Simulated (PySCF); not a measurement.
C5H5N2S (doublet state).
Cartesian coordinates in Å at the GFN2-xTB level; atoms count from 1:
```xyz
13
C5H5N2S angstrom
C      3.271   -0.624    0.267
C      2.094   -0.140    0.089
C      0.857    0.359   -0.095
N      0.639    1.631   -0.502
S     -0.944    1.915   -0.625
C     -1.329    0.248   -0.109
C     -2.718   -0.234    0.012
N     -0.269   -0.414    0.124
H      3.783   -0.567    1.219
H      3.820   -1.119   -0.525
H     -3.254    0.353    0.757
H     -3.237   -0.126   -0.939
H     -2.717   -1.280    0.308
```

The hyperfine couplings belong to this conformer and change with its torsions.

The species is `C=[C]c1nsc(C)n1` [radical].

Computed, not measured: UKS B3LYP, pcH-1 on C H N S, non-relativistic, mean-field spin-orbit, GIAO (PySCF). Geometry: GFN2-xTB; no solvent, vibrations or thermal averaging. The geometry wasn't refined by DFT: couplings that depend on bond lengths, twists or pyramidal angles can differ widely from those at the functional's own minimum. No stability test was run, so a lower SCF solution isn't excluded. ⟨S²⟩ is 0.776 where a pure state has 0.75.

Question: Where do the isotropic ENDOR lines of N4, N8, H10, H9 and H11/H12/H13 fall at 337.0 mT, to first order?

Answer: ν± = |νn ± a/2|, one line for each electron-spin manifold; νn = |g_N| × 7.62259 MHz/T × B.

| nuclei | isotope | g_N | νn (MHz) | a_iso (MHz) | lower line (MHz) | upper line (MHz) |
| --- | --- | --- | --- | --- | --- | --- |
| N4 | 14N | 0.4038 | 1.04 | 18.97 | 8.45 | 10.52 |
| N8 | 14N | 0.4038 | 1.04 | 3.42 | 0.67 | 2.74 |
| H10 | 1H | 5.5857 | 14.35 | 123.70 | 47.50 | 76.20 |
| H9 | 1H | 5.5857 | 14.35 | 123.67 | 47.49 | 76.18 |
| H11/H12/H13 | 1H | 5.5857 | 14.35 | -5.67 | 11.52 | 17.18 |

Question: Which pairs are centred on the nuclear Larmor frequency, and which on half the coupling?

Answer: Centred on νn, since |a| < 2νn: H11/H12/H13. Centred on |a|/2 and split by 2νn: N4, N8, H10 and H9.

Question: At what field would the lower line of N4 fall to zero frequency?

Answer: Where νn = |a|/2, that is B = 9.49 MHz/(0.4038 × 7.62259 MHz/T) = 3080 mT, as far as first order holds there.

Class means assume fast exchange of nuclei equivalent by connectivity; if that motion is slow, each nucleus keeps its own coupling. H9 and H10 aren't averaged: C1 is flat or nearly so (angle sum 360°), and its turn about the short C1–C2 bond (1.29 Å) is taken as slow. The three 1H nuclei of mean -5.7 MHz run from -8.3 to -1.0 MHz in the frozen geometry.

Largest spin populations (Mulliken): C2 (+0.65), N4 (+0.39), C3 (-0.17) and S5 (+0.15). The positive populations add up to 1.38 and the negative ones to -0.38, together 2S = 1.
